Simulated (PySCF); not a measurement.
**Frontier orbitals and the lowest excitations**

C₅H₁₂NPSi.
Z-matrix (Å and degrees, PBE0-D3(BJ)/def2-SVP geometry), rows numbered from 1:
```
C 
C   1  1.3347
P   2  1.7931  1  119.56
N   3  1.5505  2  117.50  1    -0.39
Si  4  1.7009  3  138.73  2    90.50
C   3  1.8074  2  109.19  1   155.06
C   6  1.5483  3   64.36  2   101.88
C   7  1.5059  3  126.02  6   110.70
H   1  1.0935  2  121.52  3  -179.45
H   1  1.0949  2  120.34  3     0.62
H   2  1.0946  1  121.82  3   179.34
H   5  1.5057  4  113.28  3    37.54
H   5  1.5044  4  112.73  3   -83.15
H   5  1.4962  4  110.41  3   157.65
H   6  1.0947  3  117.58  7   108.64
H   6  1.0962  3  118.47  7  -108.17
H   7  1.0981  3  109.73  6  -106.00
H   8  1.1000  7  112.04  3   -36.18
H   8  1.1022  7  110.47  3  -155.70
H   8  1.1001  7  111.19  3    84.39
```

Level of theory: TDDFT PBE0/def2-SVPD, vertical, gas phase, core orbitals frozen in the response (PySCF).

Frontier orbitals with the atoms that hold most of them (Löwdin shares over 4%, at most four atoms; ? is withheld):

```
orbital  ε (eV)                             atoms
 HOMO-3   -8.94  Si5 20%, H14 13%, C7 11%, C6 10%
 HOMO-2   -8.08     C1 22%, C2 21%, P3 10%, N4 9%
 HOMO-1   -6.86                                 ?
   HOMO   -6.58    N4 39%, P3 14%, C7 11%, C6 10%
   LUMO       ?                                 ?
 LUMO+1    0.39    C2 12%, C8 10%, H11 9%, Si5 9%
 LUMO+2    0.77   C7 12%, H17 12%, C8 10%, H19 9%
```

(1) Which atoms hold the LUMO, and with what shares?

(2) Which atoms hold the HOMO-1, and with what shares?

(3) What is the LUMO energy, and the HOMO–LUMO gap?

Results:

(1) C1 (bonded to C and 2 H) 37%; C2 (bonded to C, P and H) 29%; P3 (bonded to 3 C and N) 8%; H9 (bonded to C) 5%. By element: carbon 66% or more, phosphorus 8%, hydrogen 5% or more.

(2) N4 (bonded to P and Si) 50%; Si5 (bonded to N and 3 H) 12%; P3 (bonded to 3 C and N) 10%; H13 (bonded to Si) 7%.

(3) ε(LUMO) = -0.99 eV; the gap is 5.59 eV (0.2055 hartree).

Question: The HOMO–LUMO gap is 5.59 eV. Where does the response calculation put the lowest singlet, and from which orbitals?

Answer: S1 is at 4.60 eV (f = 0.037), 0.99 eV below the gap, made of HOMO→LUMO (84%), HOMO-1→LUMO (15%). 

Question: Give energy, strength and leading configuration of S1, S2, S3, S4 and S6, and follow the Löwdin shares of the leading atoms from the occupied to the empty orbital.

Answer: 
- S1 (4.60 eV, f 0.037), HOMO→LUMO (84%): N4 39% → at most 6%, P3 14% → 8%, C1 at most 11% → 37%, C2 at most 11% → 29%
- S2 (4.72 eV, f 0.017), HOMO-1→LUMO (84%): N4 50% → at most 6%, Si5 12% → at most 6%, C1 at most 8% → 37%, C2 at most 8% → 29%
- S3 (5.79 eV, f 0.011), HOMO→LUMO+1 (82%): N4 39% → at most 9%, P3 14% → at most 9%, C2 at most 11% → 12%, C8 at most 11% → 10%
- S4 (6.06 eV, f 0.0053), HOMO-1→LUMO+1 (75%): N4 50% → at most 9%, Si5 12% → 9%, C2 at most 8% → 12%, C8 at most 8% → 10%
- S6 (6.47 eV, f 0.227), HOMO-2→LUMO (81%): C1 22% → 37%, C2 21% → 29%

Löwdin shares depend on the basis, the more so with diffuse functions.

One conformer stands for the species.
